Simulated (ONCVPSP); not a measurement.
**Building the ONCV potential for iodine (PBE, scalar-relativistic).**

ONCVPSP 4.0.1 was run on this input:

```
# ATOM AND REFERENCE CONFIGURATION
# atsym  z   nc   nv     iexc    psfile
  I 53.00    8    3        4      upf
#
#   n    l    f
    1    0    2.00
    2    0    2.00
    2    1    6.00
    3    0    2.00
    3    1    6.00
    3    2   10.00
    4    0    2.00
    4    1    6.00
    4    2   10.00
    5    0    1.50
    5    1    5.50
#
# PSEUDOPOTENTIAL AND OPTIMIZATION
# lmax
    2
#
#   l,   rc,      ep,       ncon, nbas, qcut
    0    1.80    0.00    4    9    3.40
    1    1.55    0.00    4    8    5.40
    2    1.25    0.00    4    9   10.70
#
# LOCAL POTENTIAL
# lloc, lpopt,  rc(5),   dvloc0
    4    5    1.00    4.00
#
# VANDERBILT-KLEINMAN-BYLANDER PROJECTORs
# l, nproj, debl
    0    2    3.60
    1    2    0.50
    2    2    3.30
#
# MODEL CORE CHARGE
# icmod, fcfact, rcfact
    3    2.00    1.20
#
# LOG DERIVATIVE ANALYSIS
# epsh1, epsh2, depsh
   -3.00    5.00    0.02
#
# OUTPUT GRID
# rlmax, drl
    6.00    0.01
#
# TEST CONFIGURATIONS
# ncnf
    4
# nvcnf
#   n    l    f
    3
    4    2   10.00
    5    0    2.00
    5    1    5.00
#
    3
    4    2   10.00
    5    0    2.00
    5    1    4.00
#
    3
    4    2   10.00
    5    0    2.00
    5    1    3.00
#
    3
    4    2    9.00
    5    0    2.00
    5    1    5.00
#
```

Command:

```bash
oncvpsp.x < I.dat > I.out
```

Output (shortened: citation, most of the input echo, consistency checks and plot data are left out):

```
ONCVPSP  (Optimized Norm-Conservinng Vanderbilt PSeudopotential)
scalar-relativistic version 4.0.1

#   n    l    f        energy (Ha)
    1    0    2.00    -1.2122051E+03
    2    0    2.00    -1.8731021E+02
    2    1    6.00    -1.6811531E+02
    3    0    2.00    -3.7825841E+01
    3    1    6.00    -3.1606442E+01
    3    2   10.00    -2.2294779E+01
    4    0    2.00    -6.6622173E+00
    4    1    6.00    -4.7133436E+00
    4    2   10.00    -1.8719694E+00
    5    0    1.50    -6.5310155E-01
    5    1    5.50    -2.7032775E-01

Reference configufation results
  iterations    25
  all-electron total energy (Ha)   -7.11620636D+03

Begin loop to  construct optimized pseudo wave functions
and semi-local pseudopoentials for all angular momenta

   Wellstate for l =  0  n =  7
     eigenvalue =   2.9469
     asymptotic potential =   3.4469
     half-point radius =  3.2581

Calculating optimized projector #   1

 for l=   0

    Fraction of norm inside rc  0.446636
    Optimizing pswf for qcut=   3.39 a_B^-1,  ecut=   5.74 Ha
    Residual kinetic energy error=  9.02D-03 Ha

    Energy error per electron        Cutoff
         Ha          eV             Ha
         0.01000     0.27211        5.65
         0.00100     0.02721       33.27
         0.00010     0.00272       69.74
         0.00001     0.00027       81.09

Calculating optimized projector #   2

 for l=   0

    Fraction of norm inside rc  0.101194
    Optimizing pswf for qcut=   3.39 a_B^-1,  ecut=   5.74 Ha
    Residual kinetic energy error=  1.47D-01 Ha

    Energy error per electron        Cutoff
         Ha          eV             Ha
         0.01000     0.27211       13.60
         0.00100     0.02721       40.85
         0.00010     0.00272       80.86
         0.00001     0.00027       92.18

   Wellstate for l =  1  n =  6
     eigenvalue =   0.2297
     asymptotic potential =   0.7297
     half-point radius =  7.6459

Calculating optimized projector #   1

 for l=   1

    Fraction of norm inside rc  0.133601
    Optimizing pswf for qcut=   5.39 a_B^-1,  ecut=  14.53 Ha
    Residual kinetic energy error=  3.72D-03 Ha

    Energy error per electron        Cutoff
         Ha          eV             Ha
         0.01000     0.27211        4.84
         0.00100     0.02721       61.58
         0.00010     0.00272       86.33
         0.00001     0.00027      118.86

Calculating optimized projector #   2

 for l=   1

    Fraction of norm inside rc  0.043874
    Optimizing pswf for qcut=   5.39 a_B^-1,  ecut=  14.53 Ha
    Residual kinetic energy error=  5.27D-04 Ha

    Energy error per electron        Cutoff
         Ha          eV             Ha
         0.01000     0.27211        2.40
         0.00100     0.02721        8.11
         0.00010     0.00272       99.53
         0.00001     0.00027      118.90

   Wellstate for l =  2  n =  6
     eigenvalue =   1.4280
     asymptotic potential =   1.9280
     half-point radius =  3.9725

Calculating optimized projector #   1

 for l=   2

    Fraction of norm inside rc  0.834196
    Optimizing pswf for qcut=  10.70 a_B^-1,  ecut=  57.23 Ha
    Residual kinetic energy error=  3.59D-05 Ha

    Energy error per electron        Cutoff
         Ha          eV             Ha
         0.01000     0.27211       39.88
         0.00100     0.02721       47.69
         0.00010     0.00272       54.07
         0.00001     0.00027      108.88

Calculating optimized projector #   2

 for l=   2

    Fraction of norm inside rc  0.041301
    Optimizing pswf for qcut=  10.70 a_B^-1,  ecut=  57.23 Ha
    Residual kinetic energy error=  1.57D-05 Ha

    Energy error per electron        Cutoff
         Ha          eV             Ha
         0.01000     0.27211       33.56
         0.00100     0.02721       43.77
         0.00010     0.00272       51.68
         0.00001     0.00027       59.48

Construct Vanderbilt / Kleinmman-Bylander projectors

B matrix Hermiticity error, ll=   0
   1   2   -3.4654E-04

  Orthonormal projector coefficients  1.4252E+01  2.2974E+00

B matrix Hermiticity error, ll=   1
   1   2    1.9698E-05

  Orthonormal projector coefficients -4.0199E+01  5.3218E+00

B matrix Hermiticity error, ll=   2
   1   2   -4.7480E-04

  Orthonormal projector coefficients -2.2671E+00 -6.5186E-01

Model core correction analysis
  based on d2Exc/dn_idn_j

d2excae - all-electron derivatives

   -2.613777D-02   -6.449510D-03   -3.248987D-03
   -6.449291D-03   -2.435274D-02   -1.962899D-02
   -3.248926D-03   -1.962896D-02   -2.012409D-02

d2excps - pseudofunction derivatives with no core correction

   -4.156902D-02   -8.042863D-03   -3.912427D-03
   -8.042669D-03   -2.488883D-02   -1.992307D-02
   -3.912424D-03   -1.992319D-02   -2.020844D-02

rms 2nd derivative error    5.212688E-03

rmatch, rhocmatch    0.7626   24.0246

Teter function model core charge with specified parameters

d2excps - pseudofunction derivatives with core correction

   -3.670497D-02   -7.923280D-03   -3.850633D-03
   -7.923092D-03   -2.486858D-02   -1.991398D-02
   -3.850628D-03   -1.991410D-02   -2.020439D-02

rms 2nd derivative error    3.608153E-03

Pseudoatom total energy -109.755859

Diagnostic tests using Vanderbilt-Kleinman-Bylander pseudopotentials
  1 or more projectors used as specified by nproj input data

   l    rcore       rmatch      e in        delta e   norm test  slope test

   0   1.8046332   1.8594258  -0.6531016  -0.0000042   1.0000695   1.0000957
   0   1.8046332   1.8594258   2.9468984   0.0000249   1.0003633   1.0003633

   1   1.5539585   1.6011401  -0.2703278   0.0000068   1.0000575   1.0000490
   1   1.5539585   1.6011401   0.2296722   0.0000196   1.0001734   1.0001734

   2   1.2528876   1.2909280  -1.8719694  -0.0000485   1.0002322   1.0002507
   2   1.2528876   1.2909280   1.4280306   0.0000010   1.0004884   1.0004884

 Testing for bound ghosts
   n   l    E NL Schr. Eq   E Basis Diag.   E Cutoff

       0                       -3.623712    106.66  WARNING - GHOST(-)
   1   0       -0.653106       -0.651880    106.66

       1                       -4.784851    123.95  WARNING - GHOST(-)
   2   1       -0.270321       -0.241176    123.95

   3   2       -1.872018       -1.871909    282.97

 Testing for highly-localized positive-energy ghosts
       l    <radius>/rc     E Basis Diag.   E Cutoff

       1        0.363025        1.709305    123.95  WARNING - GHOST(+)

       1        0.315917       50.079043    123.95  WARNING - GHOST(+)

Test configuration 0

   n   l     f        eae           eps        diff
   1   0  2.0000-1212.20506678
   2   0  2.0000 -187.31020884
   2   1  6.0000 -168.11531312
   3   0  2.0000  -37.82584118
   3   1  6.0000  -31.60644177
   3   2 10.0000  -22.29477923
   4   0  2.0000   -6.66221725
   4   1  6.0000   -4.71334362
   4   2 10.0000   -1.87196940   -1.87201791   -4.85D-05
   5   0  1.5000   -0.65310155   -0.65310573   -4.17D-06
   5   1  5.5000   -0.27032775   -0.27032098    6.77D-06

    Total energies and differences
      AE_ref= -7.11620636D+03  AE_tst= -7.11620636D+03  dif=  0.00D+00
      PS_ref= -1.09755859D+02  PS_tst= -1.09755859D+02  dif= -1.42D-14
      PSP excitation error=  1.42D-14

Test configuration 1

   n   l     f        eae           eps        diff
   1   0  2.0000-1212.17912322
   2   0  2.0000 -187.28460533
   2   1  6.0000 -168.08982013
   3   0  2.0000  -37.79988861
   3   1  6.0000  -31.58050856
   3   2 10.0000  -22.26885795
   4   0  2.0000   -6.63673599
   4   1  6.0000   -4.68808496
   4   2 10.0000   -1.84770970   -1.84708083    6.29D-04
   5   0  2.0000   -0.63971309   -0.63965352    5.96D-05
   5   1  5.0000   -0.26040395   -0.26040689   -2.94D-06

    Total energies and differences
      AE_ref= -7.11620636D+03  AE_tst= -7.11639687D+03  dif= -1.91D-01
      PS_ref= -1.09755859D+02  PS_tst= -1.09946372D+02  dif= -1.91D-01
      PSP excitation error=  5.24D-07

Test configuration 2

   n   l     f        eae           eps        diff
   1   0  2.0000-1212.53510118
   2   0  2.0000 -187.63889398
   2   1  6.0000 -168.44431142
   3   0  2.0000  -38.15327342
   3   1  6.0000  -31.93391085
   3   2 10.0000  -22.62227744
   4   0  2.0000   -6.98832530
   4   1  6.0000   -5.03946913
   4   2 10.0000   -2.19812760   -2.19639439    1.73D-03
   5   0  2.0000   -0.96468162   -0.96461300    6.86D-05
   5   1  4.0000   -0.56407253   -0.56409364   -2.11D-05

    Total energies and differences
      AE_ref= -7.11620636D+03  AE_tst= -7.11598780D+03  dif=  2.19D-01
      PS_ref= -1.09755859D+02  PS_tst= -1.09537177D+02  dif=  2.19D-01
      PSP excitation error= -1.26D-04

Test configuration 3

   n   l     f        eae           eps        diff
   1   0  2.0000-1212.94163381
   2   0  2.0000 -188.04228087
   2   1  6.0000 -168.84806038
   3   0  2.0000  -38.55495309
   3   1  6.0000  -32.33562081
   3   2 10.0000  -23.02402976
   4   0  2.0000   -7.38650069
   4   1  6.0000   -5.43720523
   4   2 10.0000   -2.59398567   -2.59022355    3.76D-03
   5   0  2.0000   -1.32312434   -1.32298465    1.40D-04
   5   1  3.0000   -0.89966770   -0.89965643    1.13D-05

    Total energies and differences
      AE_ref= -7.11620636D+03  AE_tst= -7.11525846D+03  dif=  9.48D-01
      PS_ref= -1.09755859D+02  PS_tst= -1.08807617D+02  dif=  9.48D-01
      PSP excitation error= -3.40D-04

Test configuration 4

   n   l     f        eae           eps        diff
   1   0  2.0000-1212.88731058
   2   0  2.0000 -188.01255992
   2   1  6.0000 -168.81701496
   3   0  2.0000  -38.50664589
   3   1  6.0000  -32.28735366
   3   2 10.0000  -22.97973930
   4   0  2.0000   -7.28002384
   4   1  6.0000   -5.31821386
   4   2  9.0000   -2.44710010   -2.47026170   -2.32D-02
   5   0  2.0000   -1.04423481   -1.04492560   -6.91D-04
   5   1  5.0000   -0.61688813   -0.61518845    1.70D-03

    Total energies and differences
      AE_ref= -7.11620636D+03  AE_tst= -7.11425636D+03  dif=  1.95D+00
      PS_ref= -1.09755859D+02  PS_tst= -1.07794241D+02  dif=  1.96D+00
      PSP excitation error= -1.16D-02
```

Note: ghosts flagged at negative energy: s at -98.6 eV, p at -130.2 eV; GHOST(+) flagged for p at 46.5 eV. A true bound ghost makes a file unfit for plane-wave use.

The run took about 3.7 s on one core of a shared server CPU.
